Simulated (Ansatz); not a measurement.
Several settings on one geometry of Zn₆Se₄Cl₄ (that of the charge 0 singlet, PBE-D4/def2-SVP). Ansatz on 2 threads of AMD EPYC 7R13 on a shared host and a share (18 GiB) of an NVIDIA H100 80GB HBM3; times are rough.

| atom | x (Å) | y (Å) | z (Å) |
| --- | --- | --- | --- |
| Se1 | -1.0550 | 1.7142 | -1.5219 |
| Se2 | 1.8163 | -1.4913 | -2.1133 |
| Se3 | -0.3860 | -1.7040 | 0.9627 |
| Se4 | 2.2790 | 1.3533 | 1.3722 |
| Zn5 | -2.5183 | 0.9281 | 0.2292 |
| Zn6 | 0.9308 | -3.2499 | -0.7356 |
| Zn7 | -0.3133 | -0.5264 | -1.2711 |
| Zn8 | 0.9063 | 2.6034 | -0.3084 |
| Zn9 | 1.9259 | -0.6812 | 0.1714 |
| Zn10 | 0.0728 | 0.5484 | 1.8271 |
| Cl11 | -4.0882 | -0.5297 | 0.1012 |
| Cl12 | 0.7258 | -5.3368 | -0.3815 |
| Cl13 | 1.4922 | 4.6343 | -0.6911 |
| Cl14 | -1.7884 | 1.7376 | 2.3591 |

Totals from different functionals, basis sets or treatments of relativity can't be compared as stabilities.

The 6-31G sets use Cartesian d functions. Correlated methods freeze 86 core orbitals; core or outer-core shells of Se are correlated, in sets that lack core-valence functions.

**Question.** Give the basis size and estimate the energy, ⟨S²⟩, dipole and time of these runs.

| run | method | charge | state | further keys |
| --- | --- | --- | --- | --- |
| 1 | RKS B97M-V/6-31G* | 0 | singlet | fitting: {mean_field: def2-universal-jkfit}; point_charges: [{charge: 1.00, position_ang: [5.461, -0.294, 0.379]}]; scf: {omitted_lower_state_checks: [starts]} |
| 2 | RKS ωB97M-V/def2-TZVPD | 0 | singlet | fitting: {mean_field: def2-universal-jkfit}; pseudopotentials: {relativity: none}; scf: {omitted_lower_state_checks: [starts]}; forces asked |
| 3 | RKS PBE-QIDH/6-31G | 0 | singlet | scf: {omitted_lower_state_checks: [starts]}; forces asked |
| 4 | RKS ωB97X-V/def2-TZVP | 0 | singlet | fitting: {mean_field: def2-universal-jkfit}; point_charges: [{charge: -1.00, position_ang: [7.056, 0.123, 0.058]}]; pseudopotentials: {relativity: none}; scf: {omitted_lower_state_checks: [starts]} |

**Answer.** 
```json
{"run": "1", "functions": "432", "energy (Eh)": "-22116.4545", "⟨S²⟩": "–", "dipole (D)": "–", "wall time": "12 s"}
{"run": "2", "functions": "718", "energy (Eh)": "-22122.9428", "⟨S²⟩": "–", "dipole (D)": "2.90", "wall time": "32 s"}
{"run": "3", "functions": "342", "energy (Eh)": "-22113.4593", "⟨S²⟩": "–", "dipole (D)": "3.52", "wall time": "24 s"}
{"run": "4", "functions": "628", "energy (Eh)": "-22121.9597", "⟨S²⟩": "–", "dipole (D)": "–", "wall time": "13 s"}
```
